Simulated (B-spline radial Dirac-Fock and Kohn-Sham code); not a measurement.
# Photoionisation of palladium ions at Al Kα (taken as 1486.9 eV)

Model: a relativistic central-field model (Hartree-Slater potential of the initial state, Latter tail, multipole expansion of the photon field, Dirac-Fock thresholds). Program: a radial finite-basis atomic code. Cross sections in kb; a dash marks an empty subshell or a threshold above the photon energy.

| ion | configuration | total | 3p1/2 | 3d5/2 | 4p1/2 | 4d3/2 | 4d5/2 |
| --- | --- | --- | --- | --- | --- | --- | --- |
| Pd | [Kr] 4d10 | 469.5 | 53.6 | 129 | 8.84 | 6.99 | 9.94 |
| Pd⁴⁺ | [Kr] 4d6 | 470.4 | 53.7 | 129 | 9.41 | 5.89 | 8.52 |
| Pd⁵⁺ | [Kr] 4d5 | 470.4 | 53.7 | 130 | 9.64 | 5.29 | 7.66 |

Values without a named source are computed, but for edge energies of neutral atoms, which are taken from tables.
